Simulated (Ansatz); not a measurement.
CH₅BrOSi₂ (`[SiH3][Si@H]1O[C@@H]1Br`), relaxed with RKS PBE-D4/def2-SVP in the Gaussian-basis code of Ansatz from a rough embedded geometry. The force threshold is 0.03 eV/Å; the program also tests the step.

Charge 0, multiplicity 1.

Start:

```xyz
10

Si   -0.789    1.551   -0.368
Si    0.237   -0.121    0.734
O    -0.498   -1.543    0.457
C     0.659   -1.648   -0.246
Br    2.071   -2.734    0.364
H    -2.098    1.892    0.190
H     0.053    2.816   -0.194
H    -0.863    1.283   -1.775
H     0.629   -0.019    2.188
H     0.599   -1.476   -1.350
```

Question: By how much does the energy fall, and how many steps does the optimiser take? (Estimate.)

Answer: Computed: 63.14 kJ/mol, in 8 steps.

Question: Which bonds change most? (Best estimate.)

Answer: Computed: Si2–O3 from 1.625 to 1.755 Å; C4–Br5 from 1.883 to 1.970 Å; Si1–Si2 from 2.250 to 2.338 Å; Si1–H8 from 1.435 to 1.503 Å.

Question: Give the relaxed structure. (Best estimate.)

Answer: Ansatz gave: 
```xyz
10

Si   -0.827    1.706   -0.335
Si    0.224   -0.110    0.694
O    -0.544   -1.639    0.304
C     0.745   -1.611   -0.257
Br    2.037   -2.873    0.529
H    -2.168    1.967    0.296
H     0.033    2.932   -0.197
H    -1.007    1.364   -1.787
H     0.707   -0.013    2.110
H     0.801   -1.721   -1.357
```
